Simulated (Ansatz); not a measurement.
`[NH2][AlH][CH]1CC1` + `C=C` → `C=[CH][AlH][NH2]` + `C1CC1`  (formal exchange of groups at the Al–C bond)

Isolated molecules relaxed with PBE0-D4/def2-TZVP in Ansatz; ΔE leaves out vibrations. CCSD(T)/CBS is the MP2 limit (def2-TZVPP, def2-QZVPP) plus CCSD(T) − MP2 in def2-TZVPP, frozen cores. This one scheme is used for every species. DFT in def2-TZVPP. B3LYP here is the variant with VWN-RPA as its local correlation; programs differ in this. One conformer a species, not always the lowest.

`[NH2][AlH][CH]1CC1`:

```xyz
13

N     2.144   -0.246    0.748
Al    0.527   -0.699    1.308
C    -0.983   -0.208    0.209
C    -0.864   -0.185   -1.305
C    -0.980    1.098   -0.568
H     2.358    0.250   -0.103
H     2.994   -0.453    1.247
H     0.428   -1.481    2.685
H    -1.972   -0.497    0.557
H    -1.720   -0.517   -1.881
H     0.090   -0.440   -1.754
H    -0.107    1.738   -0.502
H    -1.915    1.640   -0.641
```

`C=C`:

Cartesian coordinates in Å:
```
C 0.041 0.203 -0.628
C -0.041 -0.203 0.628
H 0.116 -0.500 -1.450
H 0.036 1.256 -0.888
H -0.116 0.500 1.450
H -0.036 -1.256 0.888
```

`C=[CH][AlH][NH2]`:

Cartesian coordinates in Å:
```
C -0.818 -0.332 -1.569
C -1.231 0.109 -0.379
Al -0.036 0.367 1.132
N 1.679 -0.028 0.948
H -1.490 -0.473 -2.414
H 0.224 -0.577 -1.767
H -2.297 0.325 -0.292
H -0.512 0.918 2.539
H 2.359 0.081 1.682
H 2.121 -0.390 0.120
```

`C1CC1`:

Z-matrix (Å, degrees):
```
C
C 1 1.497
C 1 1.497 2 60.0
H 1 1.083 2 118.0 3 107.9
H 1 1.083 2 118.0 3 -107.9
H 2 1.083 1 118.0 3 -107.9
H 2 1.083 1 118.0 3 107.9
H 3 1.083 1 118.0 2 107.9
H 3 1.083 1 118.0 2 -107.9
```

| level | ΔE (kJ/mol) |
| --- | --- |
| PBE-D4 | -3.5 |
| ωB97X-V | -4.7 |
| ωB97M-V | -3.8 |
| r2SCAN | -5.0 |
| PBE0 | -6.0 |
| B3LYP | -7.5 |
| MP2/def2-QZVPP | -1.3 |
| SCS-MP2/def2-QZVPP | -3.0 |

Q: What does CCSD(T)/CBS give? (Best estimate.)

A: Computed: -2.2 kJ/mol. The listed levels differ from it by -1.3, -2.5, -1.6, -2.8, -3.8, -5.3, 0.9, -0.8 kJ/mol.

Largest T1 diagnostic among the species: 0.012.

In def2-TZVPP, CCSD(T) changes the Hartree–Fock value by +7.6 kJ/mol (the triples alone add +1.1 kJ/mol) and MP2 by +8.9 kJ/mol.
